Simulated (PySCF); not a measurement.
**Electron correlation in Ar (argon, neutral)**

[Ne] 3s2 3p5 4s1, high-spin 3P determinant (an excited configuration). Computed with PySCF 2.14 in aug-cc-pV(T+d)Z with one added diffuse shell each of s, p, d, f type (7s6p5d3f, 71 functions), with the non-relativistic Hamiltonian (point nucleus). Frozen: [Ne]; 8 electrons correlated.

```
  level  correlation energy (mhartree)
   CCSD                        -204.44
    (T)                          -6.60
CCSD(T)                        -211.04
```

Diagnostics: T1 = 0.018, D1 = 0.0660, largest double amplitude 0.040.

The outer electron is Rydberg-like, and this basis confines it to a smaller radius and binds it less than a complete one would.

Cost of the coupled-cluster step: roughly 19 core-seconds, for 8 correlated electrons.

Iterations:

```
CC2 = 0
CCSD nocc = (np.int64(5), np.int64(3)), nmo = (66, 66)
frozen orbitals [[0, 1, 2, 3, 4], [0, 1, 2, 3, 4]]
max_cycle = 100
direct = 0
conv_tol = 1e-08
conv_tol_normt = 1e-06
diis_space = 8
diis_start_cycle = 0
Init t2, MP2 energy = -0.179141623895575
Init E_corr(UCCSD) = -0.179141623897184
cycle = 1  E_corr(UCCSD) = -0.198114010846126  dE = -0.0189723869  norm(t1,t2) = 0.0497387
cycle = 2  E_corr(UCCSD) = -0.202386637549929  dE = -0.0042726267  norm(t1,t2) = 0.020039
cycle = 3  E_corr(UCCSD) = -0.20475433082775  dE = -0.00236769328  norm(t1,t2) = 0.01027
cycle = 4  E_corr(UCCSD) = -0.204445059105499  dE = 0.000309271722  norm(t1,t2) = 0.00183977
cycle = 5  E_corr(UCCSD) = -0.204421262109899  dE = 2.37969956e-05  norm(t1,t2) = 0.000871639
cycle = 6  E_corr(UCCSD) = -0.204435857663012  dE = -1.45955531e-05  norm(t1,t2) = 0.000421915
cycle = 7  E_corr(UCCSD) = -0.204438424114324  dE = -2.56645131e-06  norm(t1,t2) = 0.000162056
cycle = 8  E_corr(UCCSD) = -0.204440004584035  dE = -1.58046971e-06  norm(t1,t2) = 2.93468e-05
cycle = 9  E_corr(UCCSD) = -0.204440331295428  dE = -3.26711393e-07  norm(t1,t2) = 9.67665e-06
cycle = 10  E_corr(UCCSD) = -0.204440341219015  dE = -9.92358737e-09  norm(t1,t2) = 3.30201e-06
cycle = 11  E_corr(UCCSD) = -0.204440284116409  dE = 5.71026057e-08  norm(t1,t2) = 1.36139e-06
cycle = 12  E_corr(UCCSD) = -0.204440294419895  dE = -1.03034858e-08  norm(t1,t2) = 3.70396e-07
cycle = 13  E_corr(UCCSD) = -0.204440292355773  dE = 2.06412173e-09  norm(t1,t2) = 1.14835e-07
UCCSD converged
E(UCCSD) = -526.6250404272366  E_corr = -0.2044402923557735
UCCSD(T) correction = -0.00660408392951708
```
